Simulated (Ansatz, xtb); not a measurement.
# Relaxing a trial structure of ClNSiSn

The starting geometry of this gas-phase singlet has its atoms placed at random.

```xyz
4

Cl   -1.7280    0.2559    0.7770
N    -0.1947    1.1794   -1.4938
Si   -0.7553   -1.5709    0.4201
Sn    0.7843    0.2720    0.4233
```

Problem. One run relaxed it with r2SCAN-D4/def2-SVP. What is a likely outcome?

Solution. It ends as a structure given below by its coordinates. Distances that change by over a tenth: N2–Sn4 (2.34 → 1.90 Å). Contacts that open: Cl1–Sn4 (2.54 → 4.72 Å), Si3–Sn4 (2.40 → 3.58 Å). Contacts that close: N2–Si3 (3.40 → 1.70 Å).

The energy falls by 6.67 eV over 16 steps:

```csv
step,E − E(last) (eV)
1,6.672
3,4.530
4,4.190
6,3.676
8,1.882
9,0.830
11,0.264
13,0.013
14,0.005
16,0.000
```

Final geometry (Å):

```yaml
atoms:
  - { symbol: Cl, position_ang: [-2.5714, -0.0560, 1.0879] }
  - { symbol: N, position_ang: [0.1189, 0.1076, -0.2333] }
  - { symbol: Si, position_ang: [-1.2064, -0.9556, -0.2957] }
  - { symbol: Sn, position_ang: [1.7652, 1.0404, -0.4324] }
```

From the same start GFN2-xTB ends elsewhere, differing in N2–Si3 (3.99 against 1.70 Å here), Si3–Sn4 (2.60 against 3.58 Å here).

From so rough a start the end depends on the optimiser's path, so another program may land elsewhere. The end wasn't checked by frequencies. Atoms past krypton carry core potentials, without spin–orbit terms. Run with Ansatz 0.2.0, 31 s on 1 thread of Intel(R) Xeon(R) 6975P-C (Granite Rapids), with other jobs on the host.
